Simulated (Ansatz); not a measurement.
Ansatz (an electronic-structure program) input (B3LYP-D3(BJ)/def2-TZVP):

Ansatz 0.2 input:
```yaml
crystal:
  periodic: [false, false, false]
  atoms:
    - {symbol: Zn, position_ang: [0.00000000, 0.00000000, 0.00000000]}
    - {symbol: H, position_ang: [0.00000000, 0.00000000, 1.65578858]}
    - {symbol: H, position_ang: [-0.00000000, -0.00000000, -1.65578858]}
basis:
  gaussian:
    orbitals: def2-TZVP
hamiltonian:
  xc: b3lyp
  dispersion: d3bj
total_charge: 1
magnetization: {spin_polarized: true, initial_magnetization: 1}
phonons: {temperatures: {t_min: 298.15, t_max: 298.15, t_step: 100}}
```

Output:

```
Functional definition: B3LYP
integrals: 0.01 GiB planned
548 factors; integrals over basis functions are off by at most 2.3e-4 eV
mean field: 0.20 GiB planned
mean field evaluation 1: about -48442.0889 eV, gradient 1.3e1 eV
mean field evaluation 2: about -48441.6931 eV, gradient 2.6e1 eV
mean field evaluation 4: about -48442.5472 eV, gradient 5.0e-1 eV
mean field evaluation 8: about -48442.5660 eV, gradient 2.3e-3 eV
mean field -48442.56595197 eV, -1780.2314631845 hartree, gradient 1.9e-5 eV, S^2 0.781944; 0 other end points of the search recorded, 0 dependent functions left out
the calculation of the forces begins
reference -48442.56615173 eV, -1780.2314705253 hartree; 16, 15 occupied and 44, 45 virtual orbitals, 548 factors
these checks for a lower state are left out or cut short: stability, starts, cluster_reference, orbital_swaps, neighbouring_geometries, increment
integrals: 0.01 GiB planned
548 factors; integrals over basis functions are off by at most 2.3e-4 eV
mean field: 0.20 GiB planned
mean field evaluation 16: about -48442.5659 eV, gradient 2.8e-2 eV
mean field -48442.56595168 eV, -1780.2314631736 hartree, gradient 9.2e-7 eV, S^2 0.781944; 0 other end points of the search recorded, 0 dependent functions left out
the calculation of the forces begins
reference -48442.56615143 eV, -1780.2314705144 hartree; 16, 15 occupied and 44, 45 virtual orbitals, 548 factors
these checks for a lower state are left out or cut short: stability, starts, cluster_reference, orbital_swaps, neighbouring_geometries, increment
integrals: 0.01 GiB planned
548 factors; integrals over basis functions are off by at most 2.3e-4 eV
mean field: 0.20 GiB planned
mean field -48442.56595168 eV, -1780.2314631736 hartree, gradient 9.2e-7 eV, S^2 0.781944; 0 other end points of the search recorded, 0 dependent functions left out
the calculation of the forces begins
reference -48442.56615143 eV, -1780.2314705144 hartree; 16, 15 occupied and 44, 45 virtual orbitals, 548 factors
these checks for a lower state are left out or cut short: stability, starts, cluster_reference, orbital_swaps, neighbouring_geometries, increment
integrals: 0.01 GiB planned
548 factors; integrals over basis functions are off by at most 2.3e-4 eV
mean field: 0.20 GiB planned
mean field evaluation 32: about -48442.5660 eV, gradient 2.2e-5 eV
mean field -48442.56595168 eV, -1780.2314631736 hartree, gradient 9.2e-7 eV, S^2 0.781944; 0 other end points of the search recorded, 0 dependent functions left out
the calculation of the forces begins
reference -48442.56615143 eV, -1780.2314705144 hartree; 16, 15 occupied and 44, 45 virtual orbitals, 548 factors
these checks for a lower state are left out or cut short: stability, starts, cluster_reference, orbital_swaps, neighbouring_geometries, increment
integrals: 0.01 GiB planned
548 factors; integrals over basis functions are off by at most 2.3e-4 eV
mean field: 0.20 GiB planned
mean field -48442.56595168 eV, -1780.2314631736 hartree, gradient 9.2e-7 eV, S^2 0.781944; 0 other end points of the search recorded, 0 dependent functions left out
the calculation of the forces begins
reference -48442.56615143 eV, -1780.2314705144 hartree; 16, 15 occupied and 44, 45 virtual orbitals, 548 factors
these checks for a lower state are left out or cut short: stability, starts, cluster_reference, orbital_swaps, neighbouring_geometries, increment
integrals: 0.01 GiB planned
548 factors; integrals over basis functions are off by at most 2.3e-4 eV
mean field: 0.20 GiB planned
mean field -48442.56592852 eV, -1780.2314623227 hartree, gradient 2.0e-6 eV, S^2 0.781942; 0 other end points of the search recorded, 0 dependent functions left out
the calculation of the forces begins
reference -48442.56612828 eV, -1780.2314696636 hartree; 16, 15 occupied and 44, 45 virtual orbitals, 548 factors
these checks for a lower state are left out or cut short: stability, starts, cluster_reference, orbital_swaps, neighbouring_geometries, increment
integrals: 0.01 GiB planned
548 factors; integrals over basis functions are off by at most 2.3e-4 eV
mean field: 0.21 GiB planned
mean field -48442.56592852 eV, -1780.2314623227 hartree, gradient 2.0e-6 eV, S^2 0.781942; 0 other end points of the search recorded, 0 dependent functions left out
the calculation of the forces begins
reference -48442.56612828 eV, -1780.2314696636 hartree; 16, 15 occupied and 44, 45 virtual orbitals, 548 factors
these checks for a lower state are left out or cut short: stability, starts, cluster_reference, orbital_swaps, neighbouring_geometries, increment
integrals: 0.01 GiB planned
548 factors; integrals over basis functions are off by at most 2.3e-4 eV
mean field: 0.20 GiB planned
mean field -48442.56595190 eV, -1780.2314631817 hartree, gradient 1.4e-6 eV, S^2 0.781944; 0 other end points of the search recorded, 0 dependent functions left out
the calculation of the forces begins
reference -48442.56615165 eV, -1780.2314705225 hartree; 16, 15 occupied and 44, 45 virtual orbitals, 548 factors
these checks for a lower state are left out or cut short: stability, starts, cluster_reference, orbital_swaps, neighbouring_geometries, increment
integrals: 0.01 GiB planned
548 factors; integrals over basis functions are off by at most 2.3e-4 eV
mean field: 0.20 GiB planned
mean field evaluation 64: about -48442.5490 eV, gradient 1.2e-1 eV
mean field -48442.56595190 eV, -1780.2314631817 hartree, gradient 1.4e-6 eV, S^2 0.781944; 0 other end points of the search recorded, 0 dependent functions left out
the calculation of the forces begins
reference -48442.56615165 eV, -1780.2314705225 hartree; 16, 15 occupied and 44, 45 virtual orbitals, 548 factors
these checks for a lower state are left out or cut short: stability, starts, cluster_reference, orbital_swaps, neighbouring_geometries, increment
integrals: 0.01 GiB planned
548 factors; integrals over basis functions are off by at most 2.3e-4 eV
mean field: 0.20 GiB planned
mean field -48442.56595190 eV, -1780.2314631817 hartree, gradient 1.4e-6 eV, S^2 0.781944; 0 other end points of the search recorded, 0 dependent functions left out
the calculation of the forces begins
reference -48442.56615165 eV, -1780.2314705225 hartree; 16, 15 occupied and 44, 45 virtual orbitals, 548 factors
these checks for a lower state are left out or cut short: stability, starts, cluster_reference, orbital_swaps, neighbouring_geometries, increment
integrals: 0.01 GiB planned
548 factors; integrals over basis functions are off by at most 2.3e-4 eV
mean field: 0.20 GiB planned
mean field -48442.56595190 eV, -1780.2314631817 hartree, gradient 1.4e-6 eV, S^2 0.781944; 0 other end points of the search recorded, 0 dependent functions left out
the calculation of the forces begins
reference -48442.56615165 eV, -1780.2314705225 hartree; 16, 15 occupied and 44, 45 virtual orbitals, 548 factors
these checks for a lower state are left out or cut short: stability, starts, cluster_reference, orbital_swaps, neighbouring_geometries, increment
integrals: 0.01 GiB planned
548 factors; integrals over basis functions are off by at most 2.3e-4 eV
mean field: 0.20 GiB planned
mean field -48442.56593038 eV, -1780.2314623910 hartree, gradient 2.8e-6 eV, S^2 0.782054; 0 other end points of the search recorded, 0 dependent functions left out
the calculation of the forces begins
reference -48442.56613015 eV, -1780.2314697324 hartree; 16, 15 occupied and 44, 45 virtual orbitals, 548 factors
these checks for a lower state are left out or cut short: stability, starts, cluster_reference, orbital_swaps, neighbouring_geometries, increment
integrals: 0.01 GiB planned
548 factors; integrals over basis functions are off by at most 2.3e-4 eV
mean field: 0.20 GiB planned
mean field evaluation 96: about -48442.5659 eV, gradient 5.1e-7 eV
mean field -48442.56593639 eV, -1780.2314626119 hartree, gradient 5.4e-7 eV, S^2 0.781834; 0 other end points of the search recorded, 0 dependent functions left out
the calculation of the forces begins
reference -48442.56613613 eV, -1780.2314699522 hartree; 16, 15 occupied and 44, 45 virtual orbitals, 548 factors
Total energy: -48442.60073408 eV, -1780.2327414032 hartree
Atom 0 at     0.000000     0.000000     0.000000 Å, force     0.000000    -0.000000     0.000000 eV/Å
Atom 1 at     0.000000     0.000000     1.655789 Å, force    -0.000000     0.000000    -0.000591 eV/Å
Atom 2 at    -0.000000    -0.000000    -1.655789 Å, force    -0.000000     0.000000     0.000591 eV/Å
Dipole moment:    -0.000000    -0.000000    -0.000000 e Å
Vibrations: 113.16 113.16 1021.64 1481.98 cm⁻¹, zero-point energy 0.169235 eV
```

The spin state was set by rule; other spins were not relaxed.
